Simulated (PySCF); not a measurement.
C2H6ClFSi2, SMILES C(=C)(F)[Si@H]([SiH3])Cl. Atoms are numbered in the order given.

```xyz
12

C      2.2250     0.7999     0.8108
C      1.5173     0.2658    -0.1805
F      1.9513     0.3485    -1.4551
Si    -0.1410    -0.6235    -0.0732
Si    -1.7276     0.5049    -1.3726
Cl    -0.7489    -0.5946     1.9135
H      1.8557     0.7262     1.8348
H      3.1724     1.3107     0.6177
H      0.0289    -2.0441    -0.4935
H     -3.0609    -0.1518    -1.2250
H     -1.8063     1.9188    -0.8989
H     -1.3135     0.4781    -2.8079
```

Geometry optimised at PBE0-D3(BJ)/def2-SVP. The structure was generated by enumeration; whether it is a known compound was not checked. The values are those of a single conformer.

Calculation: TDA-B3LYP/def2-SVPD (PySCF).

Vertical excitations. Gas-phase values at a fixed geometry.

Task: List the lowest excited states. (An estimate is asked for; the answer gives what the named calculation found.)

Result: 
```csv
state,energy (eV),λ (nm),f,main pairs
S1,5.84,212,0.004,HOMO→LUMO+1 96 %
S2,6.30,197,0.191,"HOMO→LUMO 45 %, HOMO−1→LUMO 43 %"
S3,6.46,192,0.017,HOMO−1→LUMO+1 89 %
S4,6.62,187,0.016,"HOMO→LUMO+2 75 %, HOMO−1→LUMO 12 %"
S5,6.90,180,0.066,"HOMO−2→LUMO 64 %, HOMO→LUMO+3 15 %"
S6,6.94,179,0.061,"HOMO−2→LUMO+1 64 %, HOMO→LUMO+3 14 %"
S7,6.99,177,0.035,"HOMO→LUMO+3 47 %, HOMO−2→LUMO+1 31 %"
S8,7.10,175,0.111,"HOMO→LUMO+4 22 %, HOMO−2→LUMO 22 %, HOMO→LUMO+3 21 %, HOMO−1→LUMO 11 %"
S9,7.30,170,0.027,"HOMO→LUMO+4 36 %, HOMO−1→LUMO+2 35 %, HOMO−1→LUMO 6 %, HOMO→LUMO 6 %"
S10,7.40,167,0.117,"HOMO−1→LUMO+2 52 %, HOMO→LUMO+4 19 %"
T1,4.18,297,0,HOMO→LUMO 81 %
T2,5.49,226,0,"HOMO→LUMO+1 77 %, HOMO−1→LUMO+1 17 %"
T3,5.90,210,0,"HOMO−1→LUMO 68 %, HOMO→LUMO 10 %"
T4,6.10,203,0,"HOMO−1→LUMO+1 74 %, HOMO→LUMO+1 18 %"
```
Triplets are in the Tamm–Dancoff approximation.
